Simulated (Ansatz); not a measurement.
Consider the ligand exchange at a Ge–C bond: `Cl[SiH2][CH2][GeH3]` + HBr → `[GeH3][Br]` + `C[SiH2]Cl`.

Isolated molecules relaxed with PBE0-D4/def2-TZVP in Ansatz; ΔE leaves out vibrations. CBS: MP2 limit from def2 TZ/QZ plus the TZ coupled-cluster correction, frozen cores. DFT in def2-TZVPP. For Br, Ge outer-core shells are correlated without core-valence functions, which leaves a few kJ/mol of doubt a bond. Scalar relativity is left out up to krypton. Each species was taken in one conformer, which may not be the lowest.

```
           level  ΔE (kJ/mol)
            BLYP        -98.8
CCSD(T)/def2-SVP        -83.4
```

Problem. What does CCSD(T)/CBS give? (Best estimate.)

Solution. Ansatz gave: -84.5 kJ/mol. The listed levels differ from it by -14.3, 1.1 kJ/mol.

Problem. What do rigid-rotor, harmonic-oscillator terms from PBE0-D4/def2-TZVP frequencies (298.15 K, 1 bar) make of the CCSD(T)/CBS value? (Best estimate.)

Solution. Computed: ΔZPE = +10.8 kJ/mol, ΔH = -76.6 kJ/mol, ΔS = 3 J/(mol·K), ΔG = -77.3 kJ/mol. Modes under 50 cm⁻¹ make the entropy rough.

Largest T1 diagnostic among the species: 0.010.

In def2-TZVPP, CCSD(T) changes the Hartree–Fock value by +28.6 kJ/mol (the triples alone add +2.9 kJ/mol) and MP2 by +27.0 kJ/mol. From BLYP to BHLYP (50 % exact exchange), in def2-TZVPP and without D4, ΔE moves by −4.3 kJ/mol.

CCSD(T)/CBS has its own doubt, a few kJ/mol and more with outer-core shells, so smaller differences from it don't rank the levels.
